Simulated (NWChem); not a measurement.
System: TiBrF3; SMILES [F][Ti]([F])([Br])[F]

Computed with NWChem. Pople sets run with spherical d functions. All runs use the structure optimised with PBE0/def2-SVP. Level M06-L/6-31G*: energy and gradient on several grids; changes count from the extra-fine grid, which is no exact limit either.

**Question.** Which is the coarsest grid (coarse; xfine; medium; fine; xcoarse) from which on the energy stays within 100 μHa and each gradient component within 200 μHa/bohr of xfine?

**Answer.** fine.
```json
[
 {"grid": "xcoarse", "size of the energy change (μHa)": "20000", "largest change of a gradient component (μHa/bohr)": "1000"},
 {"grid": "coarse", "size of the energy change (μHa)": "5000", "largest change of a gradient component (μHa/bohr)": "900"},
 {"grid": "medium", "size of the energy change (μHa)": "30", "largest change of a gradient component (μHa/bohr)": "500"},
 {"grid": "fine", "size of the energy change (μHa)": "30", "largest change of a gradient component (μHa/bohr)": "30"},
 {"grid": "xfine", "size of the energy change (μHa)": "< 10", "largest change of a gradient component (μHa/bohr)": "< 30"}
]
```
